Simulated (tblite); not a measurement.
Species: C₇H₈OS.
Numbering: `[CH2:1]=[CH:2]/[CH:3]=[C:4](/[CH:5]=[S:6])[C:7]([CH3:8])=[O:9]` (hydrogens: H10, H11 on C1; H12 on C2; H13 on C3; H14 on C5; H15, H16, H17 on C8)

A start from a force field or distance geometry was refined with GFN2-xTB geometry optimisation, gas phase (tblite 0.8.0). Values at the start:

```
 coordinate    start
      C1=C2  1.355 Å
     C1–H10  1.077 Å
     C1–H11  1.083 Å
      C2–C3  1.435 Å
     C2–H12  1.093 Å
      C3=C4  1.363 Å
     C3–H13  1.083 Å
      C4–C5  1.480 Å
      C4–C7  1.493 Å
      C5=S6  1.684 Å
     C5–H14  1.109 Å
      C7–C8  1.508 Å
      C7=O9  1.231 Å
     C8–H15  1.091 Å
   C1–C2–C3   122.5°
   C2–C3–C4   126.5°
   C3–C4–C5   116.7°
   C4–C5–S6   127.1°
   C4–C7–C8   117.6°
   C4–C7–O9   120.6°
   C5–C4–C7   123.2°
   C8–C7–O9   121.7°
C1–C2–C3–C4    -177°
C2–C3–C4–C5     179°
C3–C4–C5–S6     176°
C3–C4–C7–C8     114°
```

**Question.** How do these coordinates change at the GFN2-xTB level?

**Answer.** 
```tsv
coordinate	GFN2-xTB (Å or °)	change
C4–C5	1.428	-0.052
C5=S6	1.633	-0.051
C7=O9	1.206	-0.025
C5–H14	1.088	-0.021
C1=C2	1.336	-0.019
C2–H12	1.080	-0.013
C4–C7	1.503	+0.010
C7–C8	1.500	-0.008
C1–H11	1.076	-0.007
C2–C3	1.430	-0.005
C8–H15	1.087	-0.004
C3–H13	1.085	+0.002
C3=C4	1.364	+0.001
C1–H10	1.078	+0.001
C4–C7–C8	115.1	-2.5
C5–C4–C7	121.2	-2.0
C3–C4–C5	118.5	+1.8
C8–C7–O9	123.3	+1.6
C4–C5–S6	128.0	+0.9
C4–C7–O9	121.5	+0.9
C2–C3–C4	126.1	-0.4
C1–C2–C3	122.2	-0.3
C3–C4–C7–C8	127	+13
C1–C2–C3–C4	179	-4
C3–C4–C5–S6	179	+3
C2–C3–C4–C5	-178	+3
```

The energy falls by 23.7 kJ/mol over 100 L-BFGS steps, the largest force on an atom goes from 2.02 to 0.006 eV/Å, and the atoms move by 0.275 Å rms after alignment. Among the bonds, C4–C5 and C5=S6 change most and about equally (-0.052 to -0.051 Å). Bonds longer at the end by more than 0.005 Å: 1 of 16; shorter: 11. Among the dihedrals that turn most is C4–C7–C8–H15, from -127° to -163°. Rotational constants go from 2142, 820.5, 653.3 to 2321, 841.7, 666.5 MHz.

Its GFN2-xTB frequencies are all real (lowest 34 cm⁻¹). One conformer, not necessarily the lowest. 3 starts were optimised and ended at 0.00, 2.40 and 9.26 kcal/mol (GFN2-xTB); the lowest of these is shown.

These are computed values.
